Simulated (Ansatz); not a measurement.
Correcting a cheap level on B-containing molecules

The atomisation energy (no zero-point term) in kJ/mol of 6 B-containing molecules: x at SPW92/def2-TZVPP, y at CCSD(T)/CBS estimate. Shapes, held fixed at every level: PBE0-D4/def2-TZVP. Flexible molecules stand in one conformer, not always the lowest. Programs: Ansatz 0.2.0.

```
                        molecule  x (kJ/mol)  y (kJ/mol)
        B3H3O3 (SMILES B1OBOBO1)        5040        4365
  C2H9BO (SMILES [BH3-][O+](C)C)        5234        4611
                   BH(CH3)2(OH2)        5369        4749
        C4H4BN (SMILES b1ccccn1)        5466        4644
               B3N3H6 (borazine)        5882           ?
C3H9BO (SMILES [BH3-][O+]=C(C)C)        6124        5350
```

Problem. Fit y = c + s·x to the known rows and predict y for B3N3H6.

Solution. 
1. Means of the 5 rows: x = 5446.60, y = 4743.8.
2. Σ(Δx)² = 675791, Σ(Δx·Δy) = 590554, so the slope is 590554/675791 = 0.87387.
3. Intercept: 4743.8 − (0.87387) × 5446.60 = -15.8. The largest residual of the fit is 117.
4. B3N3H6: -15.8 + 0.87387 × 5882 = 5124 kJ/mol.

CCSD(T)/CBS estimate gives 5104 kJ/mol, so the prediction is off by +20 kJ/mol, within the largest residual. Uncorrected, SPW92/def2-TZVPP misses it by +778 kJ/mol, and the other rows by 703 on average. The line removes about 100 % of this miss. C3H9BO lies far out in x and weighs most in the slope. Left out in turn, the other rows are missed by 94 kJ/mol on average. The CBS estimate extrapolates MP2 from def2-TZVPP and def2-QZVPP and adds CCSD(T) − MP2 in the triple-zeta set, cores frozen.
